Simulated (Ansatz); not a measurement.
System: C3H9BrSi, charge 0, multiplicity 1. 
Structure (B3LYP-D3(BJ)/def2-TZVP (Ansatz, a program for electronic structure) minimum search):
SMILES: C[Si](Br)(C)C
```xyz
14

C      0.5234     1.5962     1.5092
Si     0.3067    -0.1027     0.7668
C     -0.9304    -1.1189     1.7269
C      1.9397    -0.9908     0.5961
Br    -0.5281     0.1769    -1.3203
H     -0.4295     2.1248     1.5620
H      0.9262     1.5165     2.5226
H      1.2126     2.1980     0.9150
H     -1.8950    -0.6121     1.7814
H     -1.0847    -2.0923     1.2589
H     -0.5729    -1.2832     2.7471
H      2.3867    -1.1512     1.5811
H      1.8085    -1.9632     0.1191
H      2.6403    -0.4098    -0.0055
```
Charge 0, spin multiplicity 1.

Basis-set convergence of Hartree-Fock and CCSD correlation energies (hartree) with Ansatz. Correlated levels leave the core frozen unless marked. Spin-orbit coupling is left out. Frozen are the shells of the preceding noble gas and the d and f shells that filled before the atom's block. Non-relativistic.

```json
[
 {"basis": "def2-SVP", "functions": "137", "E(HF)": "-2979.79300", "E(corr, CCSD)": "-0.72151"},
 {"basis": "def2-TZVPP", "functions": "309", "E(HF)": "-2980.34576", "E(corr, CCSD)": "-0.88428"},
 {"basis": "def2-QZVPP", "functions": "600", "E(HF)": "-2980.40973", "E(corr, CCSD)": "-0.93639"}
]
```

Extrapolating the two largest sets (X = 3 and 4) as X^-3: E(corr) = (64·(-0.93639) - 27·(-0.88428))/37 = -0.9744 Eh, an estimate of the basis-set limit. The largest set recovers 96.1 % of it, the smallest 74.0 %.
